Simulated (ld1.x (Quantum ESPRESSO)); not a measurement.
Before and after: TM potential for lead (Pb)

lead (Pb), norm-conserving Troullier–Martins (Kleinman–Bylander form), made with ld1.x (Quantum ESPRESSO) 7.5 (PBEsol, scalar-relativistic). Core [Xe] 4f14, reference 5d10 6s2 6p1.5 (charge +0.5). Waves: 6s (bound): rc 2.10 bohr; 6p (bound): rc 2.20 bohr; 5d (bound): rc 1.40 bohr. Local part: all-electron potential smoothed inside 1.40 bohr (lloc = -1). Core correction: a·sin(br)/r model core, default radius (core density twice the valence density).

Change: all radii but the core radius scaled by about 0.85 (s 1.78, p 1.86, d 1.18 bohr); local potential all-electron potential smoothed inside 1.18 bohr (lloc = -1).

Cutoffs: the cutoffs (Ry, on a coarse ladder) from which the occupation-weighted sum of valence levels, in a spherical-Bessel basis at the reference potential, stays within 10 and 1 mRy of its value at 400 Ry; they do not see the model core or the augmentation charge, which bear on the density cutoff. Errors are all-electron minus pseudo energies relative to the spin-unpolarised reference configuration.

Task: What does the change do?

Result: The potential gets harder (55 Ry and 90 Ry → 90 Ry and 110 Ry); both files keep a bound ghost (p, s); of the 7 tests that both files solve, the error grows in 2 and shrinks in 4 by more than 15 % and 0.3 meV (median size 13.3 → 7.6 meV). A smaller radius makes the pseudo-wave follow the all-electron one further in, where it bends more sharply, so more plane waves are needed.

```csv
quantity,base,changed
"cutoff, loose",55 Ry,90 Ry
"cutoff, tight",90 Ry,110 Ry
loose cutoff by channel (10 mRy a level),"s 18 Ry, p 6 Ry, d 45 Ry","s 21 Ry, p 30 Ry, d 45 Ry"
bound ghosts,"s, p","s, p"
"error for 5d10 6s2 6p2, meV [ΔE -2.50 eV]",+1.0,+1.3
"error for 5d10 6s2 6p1, meV [ΔE 4.10 eV]",-2.1,-1.7
"error for 5d10 6s2 6p0, meV [ΔE 17.54 eV]",-13,-7.6
"error for 5d10 6s0 6p0, meV [ΔE 92.74 eV]",-107,-93
"error for 5d10 6s0 6p4, meV [ΔE 15.40 eV]",-20,-13
"error for 5d10 6s2 6p2.3, meV [ΔE -3.31 eV]",+1.4,+1.9
"error for 5d10 6s1 6p0, meV [ΔE 50.02 eV]",-40,-26
```

 A true bound ghost makes a file unfit for plane-wave use even where its test errors are small: the radial tests pick states by their node count and pass the ghost by.
